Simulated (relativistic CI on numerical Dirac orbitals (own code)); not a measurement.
## Hf2+: 4d photoemission

Computed with this model: Dirac-Coulomb-Breit CI, orbitals from a KLI potential per configuration, QED by a radiative potential, valence Slater integrals scaled by 0.9, multiplet model of photoemission in the sudden approximation; configurations [Xe] 4f14 5d2 → [Kr] 4d9 4f14 5s2 5p6 5d2; 300 K; Lorentzian 3.5 eV and Gaussian 0.6 eV FWHM. Energies are those of the free ion, without screening or charge transfer. The energies are binding energies and can lie tens of eV above those of solids. S is read from ⟨S²⟩ = S(S + 1).

free ion: ground-state S = 0.98, centroid 241.93 eV. Peaks (eV, height): 237.4 (100), 248.2 (63).

Strongest unbroadened transitions for free ion:

| Energy (eV) | Relative strength |
| --- | --- |
| 237.26 | 36.9 |
| 237.30 | 19.8 |
| 237.31 | 44.4 |
| 237.49 | 100.0 |
| 237.57 | 64.5 |
| 237.82 | 12.6 |
| 237.89 | 8.6 |
| 238.32 | 2.3 |
| 238.92 | 3.3 |
| 241.13 | 2.1 |
| 248.01 | 19.1 |
| 248.13 | 77.3 |
| 248.28 | 56.1 |
| 248.75 | 2.6 |
| 249.16 | 17.3 |
| 250.09 | 4.3 |
| 250.56 | 3.5 |
| 250.78 | 13.2 |
